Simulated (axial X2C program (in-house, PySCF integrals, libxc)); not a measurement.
# Testing model relations on ScAs

A bond curve at the PBE level, 2c, was computed with an in-house relativistic program for diatomic molecules (basis As dyall-cv3z [9s9p6d4f1g], Sc dyall-cv3z [10s11p7d5f2g] (cores contracted in-house)) for the state Ω = 0 (closed shell). Its fit gives Re = 2.2845 Å, ωe = 397.6 cm⁻¹, ωexe = 0.997 cm⁻¹ and αe = 3.878e-04 cm⁻¹; the masses are 74.9216 and 44.9559 u. Two-component means X2C with spin–orbit coupling and atomic mean-field Coulomb and Gaunt terms.

Problem. Find the reduced mass, Be and the force constant.

Solution. From the PBE values: μ = 28.0967 u. Be = 16.8576/(μ Re²) = 0.115 cm⁻¹. k = 5.8918×10⁻⁷ μ ωe² = 2.62 mdyn/Å.

Problem. The dipole moment p changes by 1.93 D/Å at Re. What harmonic infrared intensity follows?

Solution. I = 42.256 × (dp/dR)²/μ = 5.6 km/mol.

Problem. Estimate De from a Morse curve and compare with the computed well depth of 3.250 eV to As + Sc.

Solution. De(Morse) = ωe²/(4ωexe) = 4.915 eV against 3.250 eV computed, a ratio of 1.51. The extrapolation overshoots: the well softens faster than a Morse curve, or the lowest atomic limit lies below the one to which the curve heads.

Problem. Where do the fundamental and the first overtone lie?

Solution. ν(1←0) = ωe − 2ωexe = 395.6 cm⁻¹; ν(2←0) = 2ωe − 6ωexe = 789.2 cm⁻¹.

Problem. Estimate the centrifugal constant by the Kratzer relation.

Solution. D = 4Be³/ωe² = 3.84e-08 cm⁻¹.

Occupations by symmetry block were frozen at the best pattern of an incomplete PBE0 search. De is counted from the lowest determinant-based energies of the atoms at the same level, without counterpoise correction. In 2c an atomic determinant is not the ground J level, so De misses part of the atomic spin–orbit lowering. This holds for PBE. PBE0 can misorder states that lie within some tenths of an eV, so this need not be the ground state of the molecule. The nearest other 2c determinant of the search, Ω = 2, lies 0.38 eV up at the distance of the search. The functionals have no current-density term, which raises determinants with orbital currents, atoms included.
